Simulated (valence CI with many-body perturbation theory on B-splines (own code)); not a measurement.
**Assign the levels of F3+**

Calculated by valence CI with perturbative core correlation (CI+MBPT): four valence electrons over a frozen Dirac-Fock core [He], a basis of 11 s, 11 p, 9 d, 7 f, 5 g, 2 h, 1 i functions for each j, with the one-electron correlation potential Σ1, the two-electron term Σ2, the three-electron term Σ3, Breit, model QED; selected CI, second order for the rest, scaled by the run's own slope (own B-spline code, finite nucleus).

Against 35 measured levels this calculation errs by 93 cm⁻¹ on average and by 255 at most. These come from a selection out of Moore, Atomic Energy Levels, vol. I, NSRDS-NBS 35 (1971 reprint of NBS Circular 467, 1949), an old analysis. Levels without a partner in it may be off by more. Among the levels kept, up to 350 cm⁻¹ of a level comes from second order outside the variational space, and about a tenth of that is noise between levels of different J, which matters for small intervals.

| No. | J | Parity | E (eV) | g |
| --- | --- | --- | --- | --- |
| 2 | 1 | even | 0.028 | 1.501 |
| 3 | 2 | even | 0.076 | 1.501 |
| 4 | 2 | even | 3.140 | 1.000 |
| 6 | 2 | odd | 9.182 | 2.002 |
| 7 | 3 | odd | 18.336 | 1.334 |
| 8 | 2 | odd | 18.342 | 1.167 |
| 9 | 1 | odd | 18.343 | 0.499 |
| 10 | 2 | odd | 21.740 | 1.501 |
| 11 | 1 | odd | 21.741 | 1.501 |
| 13 | 2 | odd | 28.404 | 1.000 |
| 14 | 1 | odd | 29.571 | 2.002 |
| 15 | 1 | odd | 31.944 | 1.000 |
| 16 | 2 | even | 43.201 | 1.501 |
| 17 | 1 | even | 43.255 | 1.501 |

Energies count from the lowest level. Strongly mixed levels and levels close to another of their J and parity, and those with J = 0 are left out, so the numbers can have gaps.

Problem. Give configuration and LS term of each level.

Solution. 2: 2s²2p² ³P; 3: 2s²2p² ³P; 4: 2s²2p² ¹D; 6: 2s2p³ ⁵S°; 7: 2s2p³ ³D°; 8: 2s2p³ ³D°; 9: 2s2p³ ³D°; 10: 2s2p³ ³P°; 11: 2s2p³ ³P°; 13: 2s2p³ ¹D°; 14: 2s2p³ ³S°; 15: 2s2p³ ¹P°; 16: 2p⁴ ³P; 17: 2p⁴ ³P.
